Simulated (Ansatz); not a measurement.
```yaml
crystal:
  periodic: [false, false, false]
  atoms:
    - {symbol: F, position_ang: [0.007152, -0.071892, 2.183851]}
    - {symbol: Si, position_ang: [0.723631, -0.184106, 0.870623]}
    - {symbol: F, position_ang: [1.525996, -1.685184, 0.833774]}
    - {symbol: Si, position_ang: [-0.812902, 0.048070, -0.887338]}
    - {symbol: Cl, position_ang: [-1.354717, 2.006058, -0.706143]}
    - {symbol: H, position_ang: [1.986526, 0.831933, 0.953372]}
    - {symbol: H, position_ang: [0.032240, -0.166748, -2.253924]}
    - {symbol: H, position_ang: [-1.803236, -0.763282, -0.518724]}
basis:
  gaussian: {orbitals: def2-SVP}
hamiltonian: {xc: {name: BHLYP}}
accuracy: high
outputs: {forces: true}
output: {forces: true}
```

```sh
$ ansatz run in.yaml --threads 4 --pin off --events-out ev --progress --plain --max-ram 10444MiB
```

Output, abridged:

```
Error: YAML parse error: error: line 16 column 1: unknown field `outputs`, expected one of crystal, accuracy, basis, kpoints, hamiltonian, magnetization, projection, total_charge, correlation, batch, efield, external_charges, scf, relax, neb, saddle, md, ramp, phonons, dielectric, real_time, elastic, magnetic_configurations, gw, evaluate, workflow, output, checkpoint, execution
14 | hamiltonian: {xc: {name: BHLYP}}
15 | accuracy: high
16 | outputs: {forces: true}
17 | output: {forces: true}
```

**Question.** Something in this input is off. What?

**Answer.** The input holds a key that doesn't belong there. The input was rejected before any iteration.
